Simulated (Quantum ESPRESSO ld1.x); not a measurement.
Question: These are the eigenvalues of the occupied orbitals of an atom or ion with whole-number occupations (hartree). Method: scalar-relativistic Kohn-Sham, revPBE, spin-unpolarised, spherical densities, point nucleus; computed with ld1.x of Quantum ESPRESSO 7.5.

| orbital | eigenvalue |
|---|---|
| 1s | -2149.60 |
| 2s | -395.313 |
| 2p | -354.358 |
| 3s | -119.318 |
| 3p | -106.847 |
| 3d | -91.5013 |
| 4s | -51.2788 |
| 4p | -46.7319 |
| 4d | -40.8697 |

Which element is it, and in what charge state? The configuration may be excited.

Answer: Z = 68, erbium, charge +30: Er30+ in [Kr] 4d2. The list shows which subshells hold electrons but not how many an open one holds; the 1s level, -2149.6 hartree, gives Z - s = 65.6 by -(Z - s)^2/2, which with screening and relativity narrows Z to a few neighbours, and the depths of the outer levels then fix element, charge and occupations together.
